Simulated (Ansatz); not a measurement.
Consider the substitution at a C–Se bond: `BC(C)[SeH]` + `O[SiH3]` → `BC(C)O[SiH3]` + H₂Se.

Program: Ansatz. Geometries: PBE0-D4/def2-TZVP. ΔE: electronic, gas phase. CCSD(T)/CBS adds triple-zeta CCSD(T) − MP2 to the extrapolated MP2 energy (def2 sets, frozen cores). DFT in def2-TZVPP. For Se outer-core shells are correlated without core-valence functions, which leaves a few kJ/mol of doubt a bond. Scalar relativity is left out up to krypton. One conformer a species, not always the lowest.

| level | ΔE (kJ/mol) |
| --- | --- |
| PBE-D4 | 44.4 |
| B2PLYP | 45.2 |

**Question.** What does CCSD(T)/CBS give? (Estimate.)

**Answer.** The calculation gave: +49.8 kJ/mol. The listed levels differ from it by -5.4, -4.6 kJ/mol.

Largest T1 diagnostic among the species: 0.011.

In def2-TZVPP, CCSD(T) changes the Hartree–Fock value by +12.9 kJ/mol (the triples alone add +1.7 kJ/mol) and MP2 by +23.6 kJ/mol.
